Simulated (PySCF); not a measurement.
A structure optimised at PBE0-D3(BJ)/def2-TZVP, used in a PySCF frequency run:

```
Be
N 1 1.4957
H 2 1.0064 1 124.96
H 2 1.0064 3 110.08 1 180.00
Br 1 1.9731 3 158.30 2 180.00
```
Charge 0, spin multiplicity 1.

Question: Write its SMILES, formula and point group.

Answer: [NH2][Be][Br], BeBrH2N, C2v

Question: What are its rotational constants (standard atomic weights)?

Answer: 368.52, 2.7512, 2.7308 GHz
